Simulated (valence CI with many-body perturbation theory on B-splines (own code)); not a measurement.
**Level structure of Ta22+**

Level of theory: relativistic CI+MBPT: five valence electrons over a frozen Dirac-Fock core [Kr] 4d10, a basis of 7 s, 7 p, 7 d, 7 f, 4 g, 2 h functions for each j, with the one-electron correlation potential Σ1 (screened to all orders), the two-electron term Σ2, the three-electron term Σ3, Breit, model QED; selected single and double excitations, second order for the rest, scaled by the run's own slope (own B-spline code, finite nucleus).

No measured levels were compared; by estimate terms of the open shell hold to a few per cent of their energy, and close levels can change places. Among the levels kept, up to 990 cm⁻¹ of a level comes from second order outside the variational space, and about a tenth of that is noise between levels of different J, which matters for small intervals. Only levels of the ground parity were solved; by the run's estimate the other parity begins above the list, which can be wrong where configurations are misplaced.

Levels 136 to 180 of 194, with energies above the lowest level, 4f⁵ ⁶H°_5/2. "Leading %" is the weight of the configuration and term that name the level; weights of strongly mixed levels are sums over their largest components and can fall short. In the jj column 3d3/2^4 stands for four electrons in 3d with j = 3/2. Lifetimes count E1, E2, E3, M1 and M2 decay at the calculated energies, and are blank where another channel may lead or the interval is too uncertain; long ones can be off by a factor of two.

| No. | Configuration | Term | J | E (eV) | Leading % | Lifetime | Leading jj |
| --- | --- | --- | --- | --- | --- | --- | --- |
| 136 | 4f⁵ | ⁴F° | 9/2 | 19.878 | 62 | 1.58 ms | 4f5/2^2 4f7/2^3 (57 %) |
| 137 | 4f⁵ | ²M° | 19/2 | 20.084 | 99 | 4.20 ms | 4f5/2^2 4f7/2^3 (91 %) |
| 138 | 4f⁵ | ⁴F° | 3/2 | 20.094 | 47 | 1.44 ms | 4f5/2^2 4f7/2^3 (67 %) |
| 139 | 4f⁵ | ²H° | 11/2 | 20.366 | 44 | 2.07 ms | 4f5/2 4f7/2^4 (39 %) |
| 140 | 4f⁵ | ²I° | 13/2 | 20.401 | 79 | 3.10 ms | 4f5/2^2 4f7/2^3 (66 %) |
| 141 | 4f⁵ | ⁴I° | 9/2 | 20.559 | 34 | 2.27 ms | 4f5/2^3 4f7/2^2 (52 %) |
| 142 | 4f⁵ | ⁴F° | 7/2 | 20.619 | 37 | 2.06 ms | 4f5/2^2 4f7/2^3 (35 %) |
| 143 | 4f⁵ | ²I° | 11/2 | 20.677 | 60 | 2.10 ms | 4f5/2^2 4f7/2^3 (41 %) |
| 144 | 4f⁵ | ⁴D° | 5/2 | 20.866 | 45 | 1.24 ms | 4f5/2 4f7/2^4 (40 %) |
| 145 | 4f⁵ | ²G° | 9/2 | 21.006 | 29 | 1.31 ms | 4f5/2^3 4f7/2^2 (39 %) |
| 146 | 4f⁵ | ⁴D° | 3/2 | 21.099 | 47 | 1.09 ms | 4f5/2^2 4f7/2^3 (34 %) |
| 147 | 4f⁵ | ⁴I° | 13/2 | 21.121 | 48 | 1.79 ms | 4f5/2^3 4f7/2^2 (50 %) |
| 148 | 4f⁵ | ²D° | 5/2 | 21.214 | 30 | 1.08 ms | 4f5/2^3 4f7/2^2 (37 %) |
| 149 | 4f⁵ | ⁴I° | 15/2 | 21.350 | 49 | 2.53 ms | 4f5/2^3 4f7/2^2 (48 %) |
| 150 | 4f⁵ | ⁴D° | 1/2 | 21.568 | 90 | 2.06 ms | 4f5/2^2 4f7/2^3 (69 %) |
| 151 | 4f⁵ | ⁴D° | 3/2 | 21.620 | 34 | 1.10 ms | 4f5/2 4f7/2^4 (39 %) |
| 152 | 4f⁵ | ²G° | 7/2 | 21.620 | 48 | 2.29 ms | 4f5/2^3 4f7/2^2 (45 %) |
| 153 | 4f⁵ | ⁴I° | 11/2 | 22.127 | 45 | 1.52 ms | 4f5/2^2 4f7/2^3 (63 %) |
| 154 | 4f⁵ | ²G° | 9/2 | 22.231 | 48 | 2.30 ms | 4f5/2^3 4f7/2^2 (55 %) |
| 155 | 4f⁵ | ²G° | 7/2 | 22.255 | 44 | 1.35 ms | 4f5/2^2 4f7/2^3 (46 %) |
| 156 | 4f⁵ | ²K° | 13/2 | 22.321 | 57 | 2.56 ms | 4f5/2^2 4f7/2^3 (71 %) |
| 157 | 4f⁵ | ²H° | 11/2 | 22.918 | 46 |  | 4f5/2^3 4f7/2^2 (43 %) |
| 158 | 4f⁵ | ²F° | 5/2 | 23.121 | 62 | 1.84 ms | 4f5/2^2 4f7/2^3 (69 %) |
| 159 | 4f⁵ | ²L° | 15/2 | 23.155 | 45 | 1.28 ms | 4f5/2^2 4f7/2^3 (81 %) |
| 160 | 4f⁵ | ⁴F° | 9/2 | 23.267 | 52 | 1.11 ms | 4f5/2^2 4f7/2^3 (59 %) |
| 161 | 4f⁵ | ⁴G° | 7/2 | 23.489 | 25 | 944 μs | 4f5/2 4f7/2^4 (35 %) |
| 162 | 4f⁵ | ²I° | 13/2 | 23.855 | 38 |  | 4f5/2 4f7/2^4 (60 %) |
| 163 | 4f⁵ | ²I° | 11/2 | 24.003 | 53 |  | 4f5/2^2 4f7/2^3 (47 %) |
| 164 | 4f⁵ | ⁴G° | 5/2 | 24.051 | 34 | 1.26 ms | 4f5/2^2 4f7/2^3 (48 %) |
| 165 | 4f⁵ | ²G° | 7/2 | 24.141 | 60 | 1.59 ms | 4f5/2^2 4f7/2^3 (70 %) |
| 166 | 4f⁵ | ²H° | 9/2 | 24.389 | 76 | 1.56 ms | 4f5/2^2 4f7/2^3 (67 %) |
| 167 | 4f⁵ | ⁴F° | 3/2 | 24.516 | 80 | 2.44 ms | 4f5/2^2 4f7/2^3 (39 %) |
| 168 | 4f⁵ | ²L° | 17/2 | 24.658 | 82 | 836 μs | 4f5/2 4f7/2^4 (70 %) |
| 169 | 4f⁵ | ²H° | 9/2 | 24.705 | 49 | 1.16 ms | 4f5/2 4f7/2^4 (57 %) |
| 170 | 4f⁵ | ²I° | 13/2 | 25.129 | 75 |  | 4f5/2 4f7/2^4 (60 %) |
| 171 | 4f⁵ | ²L° | 15/2 | 25.162 | 48 |  | 4f5/2 4f7/2^4 (64 %) |
| 172 | 4f⁵ | ²F° | 7/2 | 25.215 | 36 | 1.12 ms | 4f5/2^2 4f7/2^3 (53 %) |
| 173 | 4f⁵ | ²F° | 5/2 | 25.493 | 68 | 1.16 ms | 4f5/2^2 4f7/2^3 (46 %) |
| 174 | 4f⁵ | ⁴G° | 9/2 | 25.603 | 39 |  | 4f5/2 4f7/2^4 (61 %) |
| 175 | 4f⁵ | ²H° | 11/2 | 25.710 | 47 |  | 4f5/2 4f7/2^4 (42 %) |
| 176 | 4f⁵ | ²H° | 11/2 | 26.296 | 40 |  | 4f5/2 4f7/2^4 (54 %) |
| 177 | 4f⁵ | ⁴G° | 5/2 | 26.364 | 53 |  | 4f5/2 4f7/2^4 (50 %) |
| 178 | 4f⁵ | ²P° | 3/2 | 26.372 | 77 |  | 4f5/2^3 4f7/2^2 (40 %) |
| 179 | 4f⁵ | ⁴G° | 7/2 | 26.663 | 47 |  | 4f5/2 4f7/2^4 (48 %) |
| 180 | 4f⁵ | ²G° | 9/2 | 27.120 | 49 |  | 4f5/2 4f7/2^4 (58 %) |

Names give the largest LS component (configuration and term), which can be under half, so a name can repeat, a term be missing and a line seem to break the LS rules; names also repeat where a configuration has a term twice.

Where two levels of one J and parity lie close, their mixing, g and order are uncertain.
